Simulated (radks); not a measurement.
Neutral gallium inside a hard spherical wall (all orbitals vanish at R), configuration held at [Ar] 3d10 4s2 4p1 and not refilled when levels cross. All-electron calculation, scalar-relativistic Kohn-Sham, LDA (Slater exchange, Perdew-Wang correlation), spin-polarised, spherical densities, point nucleus; open shells are filled with parallel spins first. Program: a radial shooting solver on a logarithmic mesh with Libxc functionals. Eigenvalues in eV for spin up, with the zero of energy where the potential of the charges vanishes at infinity; a dash marks a level that is unbound or too diffuse for the functional's potential to be trusted. A positive occupied level is held by the wall or, in an anion where self-interaction has pushed it up, behind a barrier. The pressure on the wall is -dE/dV.

R (bohr)	E (hartree)	kinetic (hartree)	e(3p)	e(3d)	e(4s)	e(4p)	e(5s, empty)	e(5p, empty)	pressure (GPa)
free	-1941.12729	1973.360	-98.605	-19.375	-9.389	-2.959	-0.406	-	0
20	-1941.12729	1973.360	-98.605	-19.375	-9.389	-2.959	-0.388	0.370	< 0.0001
10	-1941.12663	1973.365	-98.531	-19.302	-9.333	-2.896	0.532	2.562	0.0144
8	-1941.12301	1973.387	-98.304	-19.078	-9.166	-2.673	2.100	5.161	0.148
7	-1941.11606	1973.425	-98.004	-18.783	-8.947	-2.349	3.906	7.797	0.530
3.5	-1940.50869	1975.747	-90.386	-11.398	-0.658	9.349	48.160	59.417	164
2.5	-1938.21594	1983.265	-77.316	1.538	21.712	36.905	133.80	150.21	1920
2	-1933.51978	1997.946	-60.040	19.747	60.911	81.395	255.30	273.77	9400
1.5	-1916.10904	2049.862	-16.245	68.343	185.26	212.08	571.74	584.58	70300
